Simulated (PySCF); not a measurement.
# 2 GaH₂ → GaH + GaH₃

Level: PBE0 in the def2-TZVP basis family, all electrons, no relativity, computed in PySCF with density fitting; open shells unrestricted.

```
species                             state and structure       E (Eh)  ZPE (kJ/mol)  H(298 K) − H(0) (kJ/mol)  S° (J/(mol K))
   GaH₂  doublet, C2v, Ga–H 1.593 Å (×2); H–Ga–H 120.5°  -1925.73003          26.4                      10.2           224.9
    GaH                      singlet, C∞v, Ga–H 1.681 Å  -1925.15821           9.6                       8.7           199.6
   GaH₃                 singlet, D3h, Ga–H 1.568 Å (×3)  -1926.36049          48.9                      10.7           218.3
```

Problem. What is the electronic reaction energy?

Solution. At PBE0/def2-TZVP, ΔE = -154.0 kJ/mol from the differences of the total energies times 2625.5, downhill. The bond broken in GaH₂ is weaker than the one that a second molecule gains.

Problem. Add zero-point, thermal and entropy terms for 298.15 K and 1 bar.

Solution. ΔZPE = 5.7 and Δ[H(298) − H(0)] = -1.0 kJ/mol give ΔH° = -149.3 kJ/mol. ΔS° = -31.9 J/(mol K), so ΔG° = -149.3 − 298.15 × (-0.0319) = -140 kJ/mol and log₁₀K = 24.5.

The structures come from searches over a few start shapes, so lower isomers are not excluded.
